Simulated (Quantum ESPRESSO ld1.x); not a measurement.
Results of a calculation; reference values are marked as such.
Problem. The mean radii <r> (bohr) of the occupied orbitals of an atom or ion are listed with their occupations. Code: ld1.x of Quantum ESPRESSO 7.5. Model: Dirac Kohn-Sham, BLYP, spin-unpolarised, spherical densities, point nucleus.

orbital  occ.      <r>
1s1/2       2  0.01604
2s1/2       2  0.06687
2p1/2       2  0.05485
2p3/2       4  0.06377
3s1/2       2   0.1736
3p1/2       2   0.1641
3p3/2       4   0.1803
3d3/2       4   0.1565
3d5/2       6   0.1614
4s1/2       2   0.3769
4p1/2       2   0.3767
4p3/2       4   0.4077
4d3/2       4   0.4061
4d5/2       5   0.4154
4f5/2       6   0.4044
4f7/2       5   0.4086
5f5/2       1   0.9054

Name the element and its charge. Open shells, if any, fill j = l - 1/2 first.

Solution. Z = 82, lead, charge +25: Pb25+ in [Kr] 4d9 4f11 5f1. The 1s radius gives Z: for a bare nucleus <r> = (2 gamma + 1)/(2Z) with gamma = sqrt(1 - (Z/c)^2), 0.01587 bohr for Z = 82, and screening makes it slightly larger (0.01604 here). The occupations add up to 57, and the charge is Z minus that.
